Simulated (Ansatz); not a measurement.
Relaxation of C₃H₈OSi (13 atoms, charge 0, multiplicity 1), to a largest force component of 0.015 eV/Å in at most 40 steps.

Method: RKS r2SCAN/def2-SVP in Ansatz 0.2.0.

```xyz
13
Properties=species:S:1:pos:R:3:forces:R:3
C -0.537 1.411 0.268 -2.18 3.98 -0.50
C -0.128 0.195 0.114 1.80 -2.95 0.23
Si 0.875 -0.624 1.431 1.25 1.11 1.12
C -0.309 -0.681 -1.079 -4.81 1.16 -0.33
O -0.987 0.025 -2.157 0.37 -0.67 0.52
H -0.382 2.074 1.137 0.20 -0.58 0.04
H -1.185 1.923 -0.498 0.56 -0.50 0.26
H 0.322 -1.900 1.816 -0.45 -0.91 0.25
H 1.008 0.273 2.678 -0.15 -0.44 -0.63
H 2.269 -0.880 0.930 -0.08 -0.04 -0.02
H -1.067 -1.511 -0.786 1.26 0.89 -0.45
H 0.565 -1.113 -1.450 2.13 -1.08 -0.47
H -0.422 0.773 -2.388 0.10 0.04 -0.01
```

Where does it end, and by what steps?

The run converged. After 8 steps the energy has fallen by 0.461 eV; C4 moved furthest, 0.10 Å.

```json
{"step": "0", "energy less start (eV)": "0.0000", "largest force component (eV/Å)": "4.807", "accepted": "yes"}
{"step": "1", "energy less start (eV)": "-0.3713", "largest force component (eV/Å)": "1.400", "accepted": "yes"}
{"step": "2", "energy less start (eV)": "-0.4160", "largest force component (eV/Å)": "0.824", "accepted": "yes"}
{"step": "3", "energy less start (eV)": "-0.2982", "largest force component (eV/Å)": "1.603", "accepted": "no"}
{"step": "4", "energy less start (eV)": "-0.4564", "largest force component (eV/Å)": "0.264", "accepted": "yes"}
{"step": "5", "energy less start (eV)": "-0.4462", "largest force component (eV/Å)": "0.277", "accepted": "no"}
{"step": "6", "energy less start (eV)": "-0.4601", "largest force component (eV/Å)": "0.047", "accepted": "yes"}
{"step": "7", "energy less start (eV)": "-0.4607", "largest force component (eV/Å)": "0.058", "accepted": "yes"}
{"step": "8", "energy less start (eV)": "-0.4610", "largest force component (eV/Å)": "0.013", "accepted": "yes"}
```

```xyz
13
Properties=species:S:1:pos:R:3
C -0.577 1.424 0.261
C -0.104 0.172 0.127
Si 0.935 -0.618 1.480
C -0.391 -0.638 -1.119
O -1.011 0.072 -2.161
H -0.382 2.025 1.156
H -1.193 1.880 -0.524
H 0.343 -1.925 1.904
H 1.011 0.300 2.654
H 2.317 -0.902 0.980
H -1.077 -1.465 -0.855
H 0.548 -1.130 -1.457
H -0.399 0.770 -2.432
```

Whether the end is a true minimum wasn't checked by a vibrational analysis.

The run took 17 s on 2 threads of AMD EPYC 9R45 (Zen 5), with other jobs on the host, peak memory 0.18 GiB.
